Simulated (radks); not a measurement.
The numbers below are computed, except where a source is named.
Spherical quantum dot in the effective-mass picture: electrons in a parabolic well V = omega^2 r^2 / 2 with omega = 1.39, all in effective atomic units (hartree* = m*/eps^2 hartree, bohr* = eps/m* bohr), one dielectric constant everywhere. Level of theory: non-relativistic Kohn-Sham, LDA (Slater exchange, Perdew-Wang correlation), spin-polarised, spherical densities (a radial shooting solver with Libxc functionals). Levels are named by radial order and angular momentum (1s, 1p, 1d, 2s, ...), and open shells are averaged over m. Results are scaled to m* = 0.546 and eps = 9.6, for which hartree* = 161.2 meV and bohr* = 0.9304 nm.

N = 7, configuration 1s2 1p(up 3, down 2). This is the lowest configuration that the search found. Occupied and some empty levels:

level    occupation  eigenvalue (meV)  <r> (nm)
1s up             1            1034.5     1.076
1s down           1            1041.2     1.075
1p up             3            1189.7     1.368
1p down           2            1196.4     1.371
1d up             0            1359.7     1.590
1d down           0            1365.8     1.594
2s up             0            1386.1     1.436
2s down           0            1390.7     1.439
1f up             0            1540.7     1.776
1f down           0            1545.8     1.780

Energy (meV): total 5645.13, kinetic 1303.1, external 2329.1, Hartree 2562.7, exchange-correlation -549.80.
